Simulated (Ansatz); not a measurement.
Reaction (homolysis of the B–Ga bond): `[BH2][GaH][F]` → `[BH2]`• + `[F][GaH]`•

Isolated molecules relaxed with PBE0-D4/def2-TZVP in Ansatz; ΔE leaves out vibrations. CCSD(T)/CBS is the MP2 limit (def2-TZVPP, def2-QZVPP) plus CCSD(T) − MP2 in def2-TZVPP, frozen cores. This one scheme is used for every species. DFT in def2-TZVPP. Open shells (•) are unrestricted, without spin–orbit coupling. For Ga outer-core shells are correlated without core-valence functions, which leaves a few kJ/mol of doubt a bond. Scalar relativity is left out up to krypton.

`[BH2][GaH][F]`:

```xyz
6

B    -0.662    0.722    0.575
Ga    0.527   -0.707   -0.357
F     1.187   -0.154   -1.904
H    -1.839    0.784    0.374
H    -0.199    1.520    1.336
H     0.986   -2.165   -0.025
```

`[BH2]`•:

Cartesian coordinates in Å:
```
B -0.230 0.243 -0.055
H 0.086 -0.383 -1.018
H 0.143 0.140 1.072
```

`[F][GaH]`•:

Cartesian coordinates in Å:
```
F 0.690 1.178 -0.573
Ga -0.588 0.153 0.090
H -0.102 -1.331 0.484
```

```json
{"level": "PBE-D4", "ΔE (kcal/mol)": "76.5"}
{"level": "BLYP-D4", "ΔE (kcal/mol)": "73.3"}
{"level": "B97M-V", "ΔE (kcal/mol)": "79.7"}
{"level": "BHLYP-D4", "ΔE (kcal/mol)": "75.4"}
{"level": "PBE-QIDH", "ΔE (kcal/mol)": "78.2"}
{"level": "HF/def2-TZVPP", "ΔE (kcal/mol)": "55.4"}
{"level": "MP2/def2-TZVPP", "ΔE (kcal/mol)": "78.7"}
{"level": "HF/CBS(def2)", "ΔE (kcal/mol)": "54.9"}
```

**Question.** What does CCSD(T)/CBS give? (An estimate is asked.)

**Answer.** Ansatz gave: +81.9 kcal/mol. The listed levels differ from it by -5.4, -8.6, -2.2, -6.5, -3.7, -26.5, -3.2, -27.0 kcal/mol.

Largest T1 diagnostic among the species: 0.017.

At CCSD(T), def2-SVP lies −5.4 kcal/mol from the extrapolated value and def2-TZVPP −3.0 kcal/mol: correlation converges slowly with the basis, and small sets miss more of it in the bonded molecule than in its fragments. Leaving LDA and LC-ωPBE aside and taking each functional with its dispersion term where it has one, the values, not all of them listed here, spread over 7.7 kcal/mol, from BLYP-D4 to ωB97X-V. LDA lies +12.0 kcal/mol from PBE without D4, its usual overbinding. The D4 term adds +1.6 kcal/mol with B3LYP and +0.9 kcal/mol with PBE0; it sums over pairs of atoms, weighted by their polarisabilities, and B3LYP, whose exchange is more repulsive, gets the larger term.

B3LYP here is the variant with VWN-RPA as its local correlation; programs differ in this.
